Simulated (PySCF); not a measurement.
C2H8OSi.
Atom-mapped SMILES: `[CH3:1][CH2:2][SiH2:3][OH:4]` (hydrogens: H5, H6, H7 on C1; H8, H9 on C2; H10, H11 on Si3; H12 on O4)

Geometry (GFN2-xTB, Å), atoms numbered from 1 in this order:
```
atom  x, y, z in Å
C1     1.6941    0.0840   -0.0287
C2     0.3356   -0.5539   -0.2948
Si3   -1.1206    0.5548    0.2292
O4    -2.5540   -0.1096   -0.1673
H5     1.7892    1.0189   -0.5757
H6     2.5051   -0.5747   -0.3360
H7     1.8144    0.3004    1.0303
H8     0.2580   -0.7868   -1.3595
H9     0.2914   -1.5126    0.2296
H10   -1.1684    1.7981   -0.5279
H11   -1.0485    0.7738    1.6788
H12   -2.7949   -0.9931    0.0961
```

Method: PBE0/pcSseg-1 in PySCF (dipole) on a GFN2-xTB geometry, gas phase.

Take the most abundant isotopes and a rigid rotor. The values belong to one conformer with, in the numbering `[CH3:1][CH2:2][SiH2:3][OH:4]`, C1–C2–Si3–O4 176°, C2–Si3–O4–H 54°.

Problem. What are A, B and C (cm⁻¹)?

Solution. Ia = 29.92, Ib = 177.61, Ic = 194.60 u·Å²; 505379 MHz·u·Å²/I gives 16893, 2845 and 2597 MHz, that is A = 0.56349, B = 0.09491, C = 0.08663 cm⁻¹.

Problem. Classify the top.

Solution. A near-prolate asymmetric top. Ray's parameter κ = (2B − A − C)/(A − C) = -0.965; −1 is the prolate and +1 the oblate limit.

Problem. What does the inertial defect say?

Solution. Not planar: Δ = Ic − Ia − Ib = -12.92 u·Å². For a rigid frame Δ = −2 Σ m c², so Σ m c² = 6.46 u·Å² lies off the ab plane: 6.39 from hydrogen and 0.08 from heavier atoms. The atom farthest from that plane is 1.24 Å away.

Problem. Which lines would a microwave search look for?

Solution. The dipole components are |μa| = 0.86 D, |μb| = 1.14 D, |μc| = 1.05 D. Intensities carry the squares of the components, which stand as 0.57 : 1.00 : 0.84 (a : b : c). Some lines, for components of 0.1 D or more:

```json
{"type": "b", "branch": "R", "J(Ka,Kc)": "3(0,3) ← 2(1,2)", "MHz": "2512", "lower level (cm⁻¹)": "1.005"}
{"type": "b", "branch": "R", "J(Ka,Kc)": "4(0,4) ← 3(1,3)", "MHz": "8296", "lower level (cm⁻¹)": "1.537"}
{"type": "c", "branch": "Q", "J(Ka,Kc)": "2(1,2) ← 2(0,2)", "MHz": "13802", "lower level (cm⁻¹)": "0.545"}
{"type": "b", "branch": "R", "J(Ka,Kc)": "5(0,5) ← 4(1,4)", "MHz": "14177", "lower level (cm⁻¹)": "2.246"}
{"type": "b", "branch": "Q", "J(Ka,Kc)": "4(1,3) ← 4(0,4)", "MHz": "15454", "lower level (cm⁻¹)": "1.814"}
{"type": "a", "branch": "R", "J(Ka,Kc)": "3(2,1) ← 2(2,0)", "MHz": "16340", "lower level (cm⁻¹)": "2.436"}
{"type": "a", "branch": "R", "J(Ka,Kc)": "4(3,1) ← 3(3,0)", "MHz": "21776", "lower level (cm⁻¹)": "5.344"}
{"type": "a", "branch": "R", "J(Ka,Kc)": "5(1,5) ← 4(1,4)", "MHz": "26577", "lower level (cm⁻¹)": "2.246"}
{"type": "a", "branch": "R", "J(Ka,Kc)": "5(2,3) ← 4(2,2)", "MHz": "27270", "lower level (cm⁻¹)": "3.708"}
{"type": "b", "branch": "R", "J(Ka,Kc)": "3(1,3) ← 2(0,2)", "MHz": "29755", "lower level (cm⁻¹)": "0.545"}
{"type": "b", "branch": "Q", "J(Ka,Kc)": "3(2,1) ← 3(1,2)", "MHz": "41788", "lower level (cm⁻¹)": "1.587"}
{"type": "c", "branch": "Q", "J(Ka,Kc)": "2(2,1) ← 2(1,1)", "MHz": "42143", "lower level (cm⁻¹)": "1.030"}
{"type": "b", "branch": "R", "J(Ka,Kc)": "3(2,2) ← 2(1,1)", "MHz": "58470", "lower level (cm⁻¹)": "1.030"}
{"type": "b", "branch": "R", "J(Ka,Kc)": "4(2,3) ← 3(1,2)", "MHz": "63539", "lower level (cm⁻¹)": "1.587"}
{"type": "c", "branch": "Q", "J(Ka,Kc)": "3(3,1) ← 3(2,1)", "MHz": "70845", "lower level (cm⁻¹)": "2.981"}
{"type": "b", "branch": "Q", "J(Ka,Kc)": "5(3,3) ← 5(2,4)", "MHz": "70888", "lower level (cm⁻¹)": "4.614"}
{"type": "b", "branch": "R", "J(Ka,Kc)": "3(3,1) ← 2(2,0)", "MHz": "87185", "lower level (cm⁻¹)": "2.436"}
{"type": "c", "branch": "R", "J(Ka,Kc)": "4(3,1) ← 3(2,1)", "MHz": "92621", "lower level (cm⁻¹)": "2.981"}
{"type": "b", "branch": "Q", "J(Ka,Kc)": "5(5,1) ← 5(4,2)", "MHz": "127539", "lower level (cm⁻¹)": "10.287"}
```

No GFN2-xTB frequencies stand behind this structure, so it isn't proved a minimum. These are rigid-rotor constants of the computed structure; measured ground-state constants (B0) also hold zero-point vibration. A rigid rotor knows nothing of internal rotation, which can split or shift real lines.
